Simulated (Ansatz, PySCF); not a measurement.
Reaction (SMILES): CC1CCCC1 → C[C]1CCCC1 + H atom (the C-H bond at the site shown breaks; other sites are not compared here)
Each molecule is optimised on its own at B3LYP-D3(BJ)/def2-TZVP (Ansatz, a first-principles code), one conformer each, not searched for the lowest. Frequencies are from Ansatz or PySCF.
Geometry of the first species:
```
C
H 1 1.0974
C 1 1.5212 2 108.80
H 3 1.0923 1 111.43 2 60.18
H 3 1.0923 4 107.73 1 122.51
H 3 1.0935 4 107.76 5 116.01
C 1 1.5335 2 108.08 3 -125.07
H 7 1.0914 1 112.94 2 49.00
H 7 1.0950 8 107.13 1 -119.62
C 1 1.5335 2 108.08 3 125.07
H 10 1.0914 1 112.94 2 -49.00
H 10 1.0950 11 107.13 1 119.62
C 7 1.5398 8 112.95 9 -121.65
H 13 1.0903 7 111.83 8 89.83
H 13 1.0914 14 106.67 7 120.71
C 10 1.5398 11 112.95 12 121.65
H 16 1.0903 10 111.83 11 -89.83
H 16 1.0914 17 106.67 10 -120.71
```

Quantity: bond dissociation energy (enthalpy at 298 K, with B3LYP-D3(BJ) rigid-rotor harmonic-oscillator terms), in eV. Valence correlation only, unless marked. Open shells are spin-unrestricted. Spin-orbit coupling is left out. Non-relativistic. CBS marks a two-point X^-3 extrapolation of the correlation energy; Hartree-Fock from the larger set. [CCSD(T)-MP2]/basis is that difference in the basis named.

```
level                                                     program  bond dissociation energy (eV)
-------------------------------------------------  --------------  -----------------------------
B97M-V/def2-TZVPD                                          Ansatz                              ?
PBE0-D3(BJ)/def2-TZVPD                             Ansatz + dftd3                           3.85
B2PLYP/def2-TZVPD                                          Ansatz                           3.94
SCS-MP2/cc-pVTZ                                            Ansatz                           4.17
CCSD/6-31G*                                                Ansatz                              ?
RI-MP2/CBS(cc-pVTZ,cc-pVQZ)+[CCSD(T)-MP2]/cc-pVTZ          Ansatz                              ?
```

Problem. What belongs in the gaps?

Solution. 
- B97M-V/def2-TZVPD, bond dissociation energy (eV): 3.91
- CCSD/6-31G*, bond dissociation energy (eV): 3.73
- RI-MP2/CBS(cc-pVTZ,cc-pVQZ)+[CCSD(T)-MP2]/cc-pVTZ, bond dissociation energy (eV): 4.14
